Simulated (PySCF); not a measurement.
Dissociation curve of H2Be, SMILES [BeH2], singlet. The Be1–H3 bond (Be1 also carries H; H3 carries nothing else) is pulled apart rigidly from the PBE0/def2-TZVP optimised geometry.

Levels: UMP2 = MP2 on UHF/6-31G (PySCF 2.14.0); RHF/6-31G (PySCF); RKS-CAM-B3LYP = restricted CAM-B3LYP/6-31G (PySCF); UCCSD(T) = CCSD(T) on UHF/6-31G (PySCF); RCCSD = PySCF with CCSD on RHF/6-31G.

Energies are in kcal/mol, each relative to the lowest point of its own curve near equilibrium.

| R / Å | UMP2 | RHF | RKS-CAM-B3LYP | UCCSD(T) | RCCSD |
|---|---|---|---|---|---|
| 1.01 | 32.3 | 31.8 | 30.2 | 33.0 | 32.9 |
| 1.07 | 19.7 | 19.1 | 18.0 | 20.2 | 20.2 |
| 1.14 | 9.7 | 9.3 | 8.6 | 10.2 | 10.2 |
| 1.19 | 5.1 | 4.7 | 4.3 | 5.5 | 5.5 |
| 1.27 | 1.0 | … | … | 1.2 | 1.2 |
| 1.31 | 0.2 | 0.1 | 0.1 | 0.3 | 0.3 |
| 1.34 | 0.0 | 0.0 | 0.0 | 0.0 | 0.0 |
| 1.39 | … | … | 0.6 | 0.2 | 0.2 |
| 1.41 | 0.7 | 0.9 | 1.0 | 0.5 | 0.5 |
| 1.48 | … | 3.2 | 3.3 | 2.3 | 2.3 |
| 1.55 | … | 6.5 | 6.5 | 5.0 | 5.0 |
| 1.64 | 10.8 | 11.7 | 11.6 | 9.4 | 9.5 |
| 1.81 | 21.8 | 23.5 | 23.0 | 19.4 | 19.5 |
| 2.02 | 36.7 | 39.5 | 38.3 | 32.4 | 32.6 |
| 2.18 | 51.2 | 51.7 | 49.9 | 41.9 | 42.1 |
| 2.43 | 66.5 | 70.2 | 67.1 | 55.1 | 55.4 |
| 2.66 | 73.7 | 86.1 | 81.4 | 64.7 | 65.2 |
| 2.92 | 77.9 | 102.3 | 95.6 | 72.8 | 73.4 |
| 3.27 | 80.4 | 121.4 | 111.8 | 79.5 | 80.4 |
| 3.65 | 81.5 | 138.8 | 126.0 | 82.7 | 84.2 |
| 4.03 | 81.8 | 153.2 | 137.2 | 83.6 | 85.8 |
| 4.70 | 82.0 | 171.8 | 151.0 | 83.9 | 86.8 |

Problem. What belongs in the gaps?

Solution. 
- 1.27, RHF: 0.8
- 1.27, RKS-CAM-B3LYP: 0.7
- 1.39, UMP2: 0.4
- 1.39, RHF: 0.5
- 1.48, UMP2: 2.8
- 1.55, UMP2: 5.8

The unrestricted determinant behind UMP2, UCCSD(T) is spin-contaminated at 2.18 to 4.70 Å (<S²> up to 1.0, against 0.00 for a pure singlet). The restricted form behind RHF, RKS-CAM-B3LYP keeps the bonding electrons paired and can't separate into open-shell fragments. At the longest distance RKS-CAM-B3LYP leaves fractional charges on the fragments, a sign of delocalisation error or of the restricted form. The T1 diagnostic of CCSD on the restricted reference of RCCSD exceeds 0.045 at 2.92 to 4.70 Å.
